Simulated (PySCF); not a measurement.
Compound: C4HBrNP3.
SMILES with atom numbers: `[N:1]#[C:2][c:3]1[p:4][cH:5][p:6][c:7]([Br:8])[p:9]1` (hydrogens: H10 on C5)

Method: PySCF 2.14.0, PBE0-D3(BJ)/def2-SVP geometry optimisation, gas phase.

Q: What internal coordinates does the optimisation give?

A: 
```
  bond  length (pm)
 N1≡C2        116.2
 C2–C3        142.8
 C3–P4        175.3
 P4–C5        172.4
 C5–P6        172.7
 P6–C7        174.3
C7–Br8        190.0
 C7–P9        173.8
 C3–P9        175.3
C5–H10        109.9
```

A selection of angles:
```
    angle  degrees
 N1–C2–C3    179.9
 C2–C3–P4    113.6
 C2–C3–P9    112.5
 P4–C3–P9    133.9
 C3–P4–C5    104.8
 P4–C5–P6    136.5
P4–C5–H10    111.9
P6–C5–H10    111.6
 C5–P6–C7    104.4
P6–C7–Br8    112.7
 P6–C7–P9    135.1
Br8–C7–P9    112.2
 C3–P9–C7    105.2
```

The 6-membered ring C3–P4–C5–P6–C7–P9 has internal angles of 104.4° to 136.5° (sum 720°, against 720° for a flat polygon); it is planar, 0.00 Å rms from its mean plane, widest ring torsion 0°. The 6 C–P bonds span 1.724 Å (P4–C5, aromatic) to 1.753 Å (C3–P4, aromatic), a spread of 0.029 Å. P6 (phosphorus bonded to 2 C) is bent (angle 104.4°). P4 (phosphorus bonded to 2 C) is bent (angle 104.8°). The 9 heavy atoms lie in one plane (0.001 Å rms).

Point group: Cs (every atom within 0.08 Å of its image). No frequency check.
